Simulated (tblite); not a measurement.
C7H14SSi.
Cartesian coordinates in Å at the GFN2-xTB level; atoms count from 1:
```xyz
23
C7H14SSi angstrom
Si     3.3431    0.3647    0.4168
S      2.1931    0.8892   -1.3082
C      0.4680    0.3506   -0.9346
C      0.4403   -1.1088   -0.4866
C     -0.9069   -1.7376   -0.6871
C     -2.0164   -1.3292   -0.0921
C     -2.0870   -0.1728    0.8595
C     -1.6738    1.1513    0.2067
C     -0.1619    1.3159    0.0594
H      2.7183    0.9053    1.6190
H      4.6230    0.9861    0.1335
H      3.4467   -1.0873    0.5189
H     -0.0296    0.4457   -1.9038
H      0.7189   -1.1548    0.5720
H      1.1846   -1.6672   -1.0565
H     -0.9448   -2.5731   -1.3716
H     -2.9470   -1.8387   -0.2993
H     -1.4350   -0.3613    1.7182
H     -3.1076   -0.0784    1.2338
H     -2.1481    1.2323   -0.7736
H     -2.0403    1.9757    0.8230
H      0.0481    2.3352   -0.2745
H      0.3094    1.1843    1.0371
```

Computed with GFN2-xTB (tblite): harmonic, unscaled wavenumbers at the GFN2-xTB geometry, gas phase. This tight-binding method is rough: wavenumbers can miss measured ones by several per cent, in bad cases by 10 to 20. Modes of hydrogen on silicon can be 10 to 20 % off. One conformer, not necessarily the lowest.

Harmonic wavenumbers (cm⁻¹): 47.5, 80.7, 122.3, 148.1, 152.8, 232.6, 267.4, 281.5, 335.6, 406.3, 441.2, 486.0, 516.0, 538.3, 574.4, 623.0, 730.6, 758.2, 774.1, 784.1, 791.9, 830.1, 874.0, 910.8, 914.3, 943.8, 970.7, 998.0, 1064.3, 1087.0, 1116.4, 1134.9, 1147.2, 1182.2, 1215.3, 1238.1, 1255.0, 1256.1, 1295.5, 1322.2, 1327.9, 1345.4, 1354.1, 1364.8, 1470.5, 1477.8, 1483.1, 1493.1, 1723.9, 2286.7, 2302.5, 2377.8, 2925.7, 2940.5, 2947.7, 2960.3, 2964.6, 2976.1, 2985.6, 2989.3, 2992.4, 3059.5, 3076.4.

A = 2186, B = 670.7, C = 625.3 MHz; mass 158.059 u (most abundant isotopes); point group C1, symmetry number 1.

What is the zero-point energy?

Half the sum of the wavenumbers: 41337 cm⁻¹ = 118.19 kcal/mol.

Entropy at 350 K, 1 bar (ideal gas, RRHO, classical rotation)?

Translation 41.91, rotation 30.72, vibration 36.96: S = 109.6 cal/(mol K).

And Cp and H(350 K) − H(0)?

Cp = 50.07 cal/(mol K), of which vibrations give 42.12 (their classical limit is 63 R = 125.2); H(350 K) − H(0) = 9.82 kcal/mol without the zero-point energy, 7.03 from vibrations.

Blend soft modes into free rotors: weight 1/[1 + (100 cm⁻¹/ν̃)⁴] for the oscillator and the rest for a rotor with moment μB/(μ + B), μ = h/(8π²ν), B = 10⁻⁴⁴ kg m². What vibrational entropy results?

34.60 cal/(mol K) in place of 36.96, which changes −T·S at 350 K by +0.83 kcal/mol.

Which modes carry the vibrational entropy at 350 K?

47.5 cm⁻¹: 5.24; 80.7 cm⁻¹: 4.19; 122.3 cm⁻¹: 3.37; 148.1 cm⁻¹: 3.00; 152.8 cm⁻¹: 2.94; 232.6 cm⁻¹: 2.15 cal/(mol K); the other 57 give 16.06 together.

What must be added to the electronic energy to get the Gibbs energy at 350 K and 1 bar?

ZPE + [H(350 K) − H(0)] − T·S = 118.19 + 9.82 − 38.35 = 89.66 kcal/mol.

How do the functions run with temperature in this model?

```
T (K)  S (cal/(mol K))  Cp (cal/(mol K))  H − H(0) (kcal/mol)  G − H(0) (kcal/mol)  ln q(vib)
  100             70.8              19.0                 1.30                -5.79       1.60
  200             87.5              30.6                 3.77               -13.74       4.26
  300            102.4              43.6                 7.47               -23.24       7.05
  500            130.4              67.0                18.65               -46.56      12.88
  800            167.3              89.8                42.48               -91.38      21.63
 1000            188.5              99.6                61.46              -127.01      27.17
```

q(vib) and H(0) count from the zero-point level.

Hindered rotation and anharmonicity are outside this model. Other conformers, if any are populated, would add a mixing term that is left out. The structure is chiral; the term R ln 2 for an equal mix with its mirror image is left out.
